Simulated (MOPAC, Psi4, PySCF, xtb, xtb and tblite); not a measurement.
Two geometries of SMILES C(=Cc1ccc[se]1)c1cccnc1 (C₁₁H₉NSe), relaxed at GFN2-xTB with one dihedral held; other torsions can differ between them too.

Structure A

```
22

C     -0.1062     0.6256     0.3460
C      0.6268    -0.4343    -0.0282
C      2.0484    -0.4225    -0.1972
C      2.8256    -1.4857    -0.5828
C      4.2073    -1.2234    -0.6781
C      4.5656     0.0512    -0.3726
Se     3.1157     1.1047     0.0914
C     -1.5475     0.6422     0.4802
C     -2.2956    -0.4851     0.8309
C     -3.6689    -0.3780     0.9448
C     -4.2586     0.8585     0.7222
N     -3.5656     1.9410     0.4089
C     -2.2576     1.8357     0.2991
H      0.3957     1.5784     0.4915
H      0.1492    -1.3851    -0.2303
H      2.4051    -2.4543    -0.7976
H      4.9204    -1.9759    -0.9709
H      5.5607     0.4580    -0.3817
H     -1.8011    -1.4264     1.0231
H     -4.2707    -1.2323     1.2150
H     -5.3284     0.9952     0.8067
H     -1.7345     2.7480     0.0402
```

Structure B

```
22

C     -0.1356     0.5901     0.2707
C      0.6161    -0.4650    -0.0847
C      2.0392    -0.4295    -0.2245
C      2.8437    -1.4818    -0.5847
C      4.2220    -1.1959    -0.6529
C      4.5520     0.0871    -0.3499
Se     3.0750     1.1186     0.0746
C     -1.5701     0.6221     0.4315
C     -2.2010     1.8133     0.8095
C     -3.5733     1.8433     0.9644
C     -4.2876     0.6756     0.7366
N     -3.7122    -0.4612     0.3787
C     -2.4041    -0.4866     0.2319
H      0.3742     1.5322     0.4633
H      0.1623    -1.4257    -0.2886
H      2.4447    -2.4592    -0.8001
H      4.9543    -1.9380    -0.9240
H      5.5399     0.5110    -0.3412
H     -1.6087     2.7026     0.9778
H     -4.0803     2.7507     1.2552
H     -5.3636     0.6424     0.8435
H     -1.9970    -1.4449    -0.0613
```

Question: Which is lower in energy at the level PBE0-D3(BJ)/def2-SVP // GFN2-xTB (Psi4), and by how much?

Answer: B is lower, by 1.85 kJ/mol (dihedral C2–C1–C8–C9: 30° in A, 180° in B).

E(B) − E(A) in kJ/mol at the other levels, on the same two geometries: GFN2-xTB (xtb and tblite) -2.44; PBE0/def2-SVP // GFN2-xTB (Psi4) -1.87; PBE/def2-SVP // GFN2-xTB (Psi4) -2.76; PBE-D3(BJ)/def2-SVP // GFN2-xTB (Psi4) -2.75; PM6, restricted, heats of formation // GFN2-xTB (MOPAC) 1.00; PM7, restricted, heats of formation // GFN2-xTB (MOPAC) 1.01; GFN1-xTB // GFN2-xTB (xtb) -2.03; restricted B3LYP/6-31G*, spherical d, density fitting // GFN2-xTB (PySCF) -1.43; restricted Hartree-Fock/STO-3G // GFN2-xTB (PySCF) -1.30; restricted LDA (SVWN5)/6-31G*, spherical d, density fitting // GFN2-xTB (PySCF) -2.53.
